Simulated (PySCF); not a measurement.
Structure with atom numbers: `[F:1][C:2]([F:3])([F:4])/[P:5]=[P:6]/[CH2:7][SiH3:8]`. Each H is labelled by its parent atom.

PySCF 2.14.0 with density-fitted response routines calculation with coordinates at the PBE0-D3(BJ)/def2-SVP level and KT2/pcSseg-1 with gauge-including orbitals; equivalent nuclei averaged, in vacuum, non-relativistic, a single conformation.

References, each an isolated molecule treated in the same way: 13C (σ = 183.22 ppm) and 1H (σ = 31.18 ppm) and 29Si (σ = 361.05 ppm) against TMS; CFCl3 for 19F (σ = 138.57 ppm); H3PO4 for 31P (σ = 325.43 ppm).

| atoms | nucleus | count | δ (ppm) |
| --- | --- | --- | --- |
| H(Si8) | 1H | 3 | 4.10 |
| Si8 | 29Si | 1 | -63.3 |
| C2 | 13C | 1 | ? |
| P5 | 31P | 1 | 507.8 |
| C7 | 13C | 1 | ? |
| H(C7) | 1H | 2 | 2.78 |
| P6 | 31P | 1 | 576.7 |
| F1/F3/F4 | 19F | 3 | -75.3 |

Question: Estimate the values marked ?.

Answer: 
- C2: 136.6 ppm, CF3 carbon; 3 electronegative neighbours deshield it
- C7: 22.0 ppm, sp3 CH2 bonded to P and Si

Shifts are as computed. Against solution values, carbons near 30 ppm lie about +2 ppm off and those near 130 ppm about -5 ppm. Of 1211 compounds with measured shifts, 218 miss one by over three times the rms of a fit or turn the order of signals round; such compounds aren't used in these exercises. Unscaled 19F shifts against computed CFCl3 carry errors that often reach 10 to 50 ppm. Experimental scales use liquid or dissolved standards, which lie at an offset from isolated H3PO4.
